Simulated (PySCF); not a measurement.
# Telling isomers of C$_{6}$H$_{4}$FN$_{3}$ apart by NMR

PySCF calculation with GFN2-xTB geometry and GIAO PBE0/pcSseg-1 shieldings; one conformer, relativity neglected, no solvent model, rapidly exchanging positions averaged.

δ = σ(ref) − σ, references computed at the same level: TMS for ¹H and ¹³C. Splittings of carbon signals by F and P are missing where no couplings were computed. Where no couplings were computed, multiplicities follow the n + 1 count of equivalent neighbours, and m marks all less simple cases (inequivalent or close neighbours, rings, F or P nearby). Shifts are as computed. Against solution values, carbons near 30 ppm lie about +3 ppm off and those near 130 ppm about +5 ppm. Of 1309 compounds with measured shifts, 239 miss one by over three times the rms of a fit or turn the order of signals round; such compounds aren't used in these exercises. OH and NH positions are gas-phase values without hydrogen bonding to other molecules.

(1) Tabulate the signals of `Fc1ccc2cnnn2c1`, `Fc1cccc2nn[nH]c12` and their relative energies.

(2) What is the quickest way to tell Fc1ccc2cnnn2c1 from Fc1cccc2nn[nH]c12?

Results:

(1) 
```json
{"SMILES": "Fc1ccc2cnnn2c1", "carbon types": "2×C 4×CH", "δC": "164.0, 139.0, 129.9, 124.1, 121.6, 117.3", "δH": "8.95 (m, 1H), 8.26 (m, 1H), 8.00 (m, 1H), 7.37 (m, 1H)", "E rel. (kcal/mol)": "10.7"}
{"SMILES": "Fc1cccc2nn[nH]c12", "carbon types": "3×C 3×CH", "δC": "156.6, 153.2, 129.0, 128.9, 122.1, 117.7", "δH": "11.40 (br s, 1H), 8.35 (d, 1H), 7.71 (m, 1H), 7.57 (m, 1H)", "E rel. (kcal/mol)": "0.0"}
```

Energies are electronic energies at PBE0/pcSseg-1 on these geometries, without zero-point or thermal terms, each for the one conformer computed, which needn't be the lowest.

(2) Both give the same number of carbon signals, but DEPT or the intensities differ. The first has a ring-fusion aromatic carbon (C) at 139.0 ppm, the second a ring-fusion aromatic carbon (C) at 153.2 ppm. Their most deshielded carbons lie at 164.0 and 156.6 ppm. In the proton spectra the most deshielded non-exchanging signals are 8.95 (m, 1H) and 8.35 (d, 1H).
